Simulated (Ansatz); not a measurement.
Reaction (formal exchange of groups at a C–O bond): `OC(O)(F)[SiH3]` + `C#N` → `N#CC(O)(F)[SiH3]` + H₂O

Program: Ansatz. Geometries: PBE0-D4/def2-TZVP. ΔE: electronic, gas phase. CCSD(T)/CBS is the MP2 limit (def2-TZVPP, def2-QZVPP) plus CCSD(T) − MP2 in def2-TZVPP, frozen cores. This one scheme is used for every species. DFT in def2-TZVPP. One conformer a species, not always the lowest.

`OC(O)(F)[SiH3]`:

Cartesian coordinates in Å:
```
O 0.099 0.761 1.413
C 0.515 0.300 0.188
O 1.460 -0.715 0.308
F 1.202 1.295 -0.466
Si -1.029 -0.192 -0.857
H 0.889 0.983 1.927
H 1.059 -1.432 0.810
H -0.562 -0.523 -2.223
H -2.009 0.919 -0.882
H -1.625 -1.396 -0.219
```

`C#N`:

Z-matrix (Å, degrees):
```
C
N 1 1.146
H 1 1.069 2 180.0
```

`N#CC(O)(F)[SiH3]`:

```xyz
10

N     1.948   -1.137   -1.474
C     1.332   -0.548   -0.702
C     0.483    0.158    0.271
O     0.493   -0.456    1.499
F     0.987    1.450    0.374
Si   -1.351    0.271   -0.333
H     1.402   -0.641    1.768
H    -2.091    0.997    0.724
H    -1.856   -1.109   -0.514
H    -1.346    1.015   -1.613
```

H₂O:

```xyz
3

O     0.217   -0.251    0.203
H     0.514    0.534   -0.263
H    -0.731   -0.283    0.060
```

| level | ΔE (kcal/mol) |
| --- | --- |
| PBE0-D4 | -0.9 |
| CCSD/def2-TZVPP | 0.3 |

Q: What does CCSD(T)/CBS give? (Best estimate.)

A: Ansatz gave: -0.6 kcal/mol. The listed levels differ from it by -0.3, 0.9 kcal/mol.

Largest T1 diagnostic among the species: 0.014.

In def2-TZVPP, CCSD(T) changes the Hartree–Fock value by −2.7 kcal/mol (the triples alone add −0.3 kcal/mol) and MP2 by −4.3 kcal/mol. The D4 term adds −0.7 kcal/mol with B3LYP and −0.5 kcal/mol with PBE0; it sums over pairs of atoms, weighted by their polarisabilities, and B3LYP, whose exchange is more repulsive, gets the larger term.

B3LYP here is the variant with VWN-RPA as its local correlation; programs differ in this.
